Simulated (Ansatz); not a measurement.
Cost and result for the atomization energy of C3H8AlBO, SMILES `C=C([BH][AlH2])OC` (14 atoms, 13 bonds).

```xyz
14

C    -0.902   -1.526    0.478
C    -0.140   -0.626   -0.184
B    -0.291    0.817    0.321
Al   -0.365    1.200    2.401
O     0.423   -1.025   -1.347
C     1.073   -0.039   -2.117
H    -1.186   -2.469    0.021
H    -1.283   -1.303    1.465
H    -0.360    1.686   -0.506
H    -1.476    0.563    3.353
H     0.752    2.102    3.095
H     1.636   -0.569   -2.883
H     1.762    0.553   -1.505
H     0.357    0.636   -2.594
```

Total charge 0; spin multiplicity 1. The structure was optimised at the PBE0-D4/def2-TZVP level. It is one conformer, not always the lowest. Program: Ansatz. All runs use 4 threads of an Arm Neoverse V2 on a shared host. Times are those of one run each, without the atoms' runs, and a repeat can differ threefold. Electronic energies, without spin–orbit coupling; frozen cores. CCSD(T)/CBS adds CCSD(T) − MP2 in def2-TZVPP to the MP2 limit, and its time is that of the two runs behind it. T1 = 0.013; the RHF reference is unstable towards UHF. B3LYP takes the VWN-RPA correlation (the form of Gaussian; ORCA's B3LYP/G).

CCSD(T)/CBS is a level of theory with its own doubt, some kJ/mol a heavy atom from the limit and from the frozen cores, so smaller differences don't rank the functionals.

```json
{"level": "PBE-D4/def2-TZVPP (with forces)", "functions": "309", "wall time": "3.9 s", "atomization (kcal/mol)": "1248.0", "difference from CCSD(T)/CBS": "30.8", "per bond": "2.4"}
{"level": "PBE0-D4/def2-TZVPP", "functions": "309", "wall time": "4.7 s", "atomization (kcal/mol)": "1226.4", "difference from CCSD(T)/CBS": "9.2", "per bond": "0.7"}
{"level": "r2SCAN-D4/def2-TZVPP (with forces)", "functions": "309", "wall time": "8 s", "atomization (kcal/mol)": "1228.0", "difference from CCSD(T)/CBS": "10.8", "per bond": "0.8"}
{"level": "B3LYP-D4/def2-TZVPP (with forces)", "functions": "309", "wall time": "8 s", "atomization (kcal/mol)": "1223.1", "difference from CCSD(T)/CBS": "5.9", "per bond": "0.5"}
{"level": "B2PLYP/def2-TZVPP", "functions": "309", "wall time": "11 s", "atomization (kcal/mol)": "1208.2", "difference from CCSD(T)/CBS": "-9.0", "per bond": "-0.7"}
{"level": "ωB97X-V/def2-TZVPP", "functions": "309", "wall time": "12 s", "atomization (kcal/mol)": "1222.7", "difference from CCSD(T)/CBS": "5.5", "per bond": "0.4"}
{"level": "ωB97M-V/def2-TZVPP (with forces)", "functions": "309", "wall time": "19 s", "atomization (kcal/mol)": "1223.6", "difference from CCSD(T)/CBS": "6.4", "per bond": "0.5"}
{"level": "MP2/def2-QZVPP", "functions": "595", "wall time": "54 s", "atomization (kcal/mol)": "1223.2", "difference from CCSD(T)/CBS": "6.0", "per bond": "0.5"}
{"level": "CCSD(T)/def2-TZVPP", "functions": "309", "wall time": "21 min", "atomization (kcal/mol)": "1188.5", "difference from CCSD(T)/CBS": "-28.7", "per bond": "-2.2"}
{"level": "CCSD(T)/CBS(def2)", "functions": "–", "wall time": "21 min", "atomization (kcal/mol)": "1217.2", "difference from CCSD(T)/CBS": "0.0", "per bond": "0.0"}
```

In def2-TZVPP, CCSD(T) changes the Hartree–Fock value by +288.9 kcal/mol (the triples alone add +18.6 kcal/mol) and MP2 by +306.6 kcal/mol; breaking electron pairs costs correlation energy, which Hartree–Fock lacks. From PBE to PBE0 (25 % exact exchange), in def2-TZVPP and without D4, the atomization energy moves by −20.6 kcal/mol: exact exchange takes away binding that semilocal exchange gives to molecules. The D4 term adds +10.9 kcal/mol with B3LYP and +5.8 kcal/mol with PBE0; it sums over pairs of atoms, weighted by their polarisabilities, and B3LYP, whose exchange is more repulsive, gets the larger term.
